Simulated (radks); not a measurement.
Values are calculated unless marked as measured or tabulated.
Spherical jellium clusters: N electrons in a uniform positive sphere of charge N and radius rs N^(1/3), rs = 2.48 bohr. Level of theory: non-relativistic Kohn-Sham, LDA (Slater exchange, Perdew-Wang correlation), spin-polarised, spherical densities (a radial shooting solver with Libxc functionals). Levels are named by radial order and angular momentum (1s, 1p, 1d, 2s, ...), and open shells are averaged over m.

N = 20, configuration 1s2 1p6 1d10 2s2. This is the lowest configuration that the search found. Occupied and some empty levels:

| level | occupation | eigenvalue (eV) | <r> (bohr) |
|---|---|---|---|
| 1s | 2 | -9.1435 | 4.177 |
| 1p | 6 | -7.1245 | 5.059 |
| 1d | 10 | -4.6944 | 5.788 |
| 2s | 2 | -3.8394 | 5.315 |
| 1f | 0 | -2.0440 | 6.619 |
| 2p | 0 | -1.4914 | 7.442 |

Energy (eV): total -24.2040, kinetic 78.044, external -1876.7, Hartree 910.73, exchange-correlation -106.39, background 970.14. Static polarisability (adiabatic kernel): 507.7 bohr^3, against R^3 = 305.1 for a classical metal sphere.
